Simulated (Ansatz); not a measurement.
BiBrH2 (SMILES [Br][BiH2]) moved off its minimum; all values from Ansatz (an electronic-structure program), cores frozen in correlated methods. Elements past Kr take the def2 small-core potentials, without spin–orbit coupling.
(charge 0, multiplicity 1)
```xyz
4

Bi    -0.42077    -0.51324     0.41889
H     -1.75450    -0.04252    -0.48396
H     -0.02740    -1.98001    -0.72771
Br     1.00854     1.07246    -0.86631
```

Q: Give the forces (eV/Å), the total energy and the dipole at CCSD(T)/def2-TZVPPD.

A: 
| atom | Fx | Fy | Fz |
|---|---|---|---|
| Bi1 | 0.791 | -2.245 | 1.321 |
| H2 | -1.617 | 0.340 | -1.020 |
| H3 | -0.318 | 0.727 | 0.556 |
| Br4 | 1.143 | 1.179 | -0.857 |
Energy -2787.4758 hartree, dipole 2.72 D.
